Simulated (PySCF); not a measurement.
C3H3N2, multiplicity 2. Atoms are numbered in the order given.

```xyz
8

C     -1.2317    -0.1648     0.0000
C     -0.5678     1.0533     0.0000
N      0.7553     0.7085     0.0000
N      0.9677    -0.6218     0.0000
C     -0.2584    -1.1817     0.0000
H     -0.9129     2.0926     0.0000
H      1.5643     1.3320     0.0000
H     -0.3656    -2.2726     0.0000
```
Charge 0, spin multiplicity 2.

Geometry: PBE-D3(BJ)/def2-SVP. The isomer is the one that the SMILES or the coordinates give; other isomers of the formula were not compared.

Level of theory: PBE-D3(BJ)/def2-SVP (PySCF).

Frequencies are harmonic and unscaled.

```
mode  ν (cm⁻¹)  IR (km/mol)  moving atoms (share of kinetic energy)
----  --------  -----------  --------------------------------------
1          550         20.7                  H 54 %, N 31 %, C 15 %
2          559         38.4                  C 62 %, H 22 %, N 16 %
3          678         37.7                  N 42 %, H 37 %, C 21 %
4          741         18.3                          H 74 %, C 25 %
5          817         18.1                          H 80 %, C 20 %
6          863         26.4                  C 58 %, N 32 %, H 10 %
7          887         20.2                          C 51 %, N 41 %
8         1014         41.3                   H 67 %, N 25 %, C 9 %
9         1110          9.1                  H 62 %, C 26 %, N 12 %
10        1168          0.0                  N 47 %, C 37 %, H 17 %
11        1222         11.0                  H 59 %, C 30 %, N 11 %
12        1327          1.0                  N 52 %, C 37 %, H 12 %
13        1373          3.6                          C 80 %, H 14 %
14        1423          6.0                  N 36 %, C 36 %, H 28 %
15        1484          5.3                  C 60 %, H 27 %, N 13 %
16        3193          0.7                           H 91 %, C 9 %
17        3203          0.5                           H 91 %, C 9 %
18        3549         65.9                                  H 93 %
```
